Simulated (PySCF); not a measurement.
Computed with PySCF with PBE0-D3(BJ)/def2-TZVP. Isolated molecules, 0 K electronic values unless said otherwise. One relaxed conformer stands for a flexible species; it need not be the lowest. 

Reference species (SMILES): `C=CC(C)C` (C–C–C–C torsion 118°) (neutral, multiplicity 1).

```
Item             Result
-------------  --------
HOMO           -7.38 eV
HOMO–LUMO gap   7.81 eV
```

Changed species: `C1CCCC1`.

What does the change do to the HOMO and HOMO–LUMO gap?

the HOMO decreases by 1.31 eV, to -8.69 eV; the HOMO–LUMO gap goes up by 2.02 eV, to 9.83 eV.
